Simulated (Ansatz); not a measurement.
Frontier orbitals of `[Cl][Hf]([Cl])([Cl])[TeH]`.

Total charge 0; spin multiplicity 1. Correlated methods include outer-core shells of Hf, Te, which these sets cover unevenly. Hf, Te: def2 effective core potential. All single points use the PBE0-D4/def2-TZVP geometry. Basis def2-TZVPP, the Gaussian-basis code of Ansatz.

```csv
functional,HOMO (eV),LUMO (eV),gap (eV)
PBE,-6.10,-3.21,2.89
B97M-V,-6.32,-3.01,3.31
PBE0,-7.11,-2.43,4.68
HSE06 (plane-wave form),-6.73,-2.81,3.92
CAM-B3LYP,-8.26,-1.34,6.92
ωB97M-V,-9.10,-0.42,8.68
```

A quarter of exact exchange (PBE0) shifts PBE's HOMO by −1.01 eV and its LUMO by +0.77 eV; full exchange at long range (ωB97M-V) shifts them by −2.99 and +2.79 eV. The gap opens from 2.90 to 8.68 eV, since occupied levels lose self-interaction and empty ones feel all the electrons.
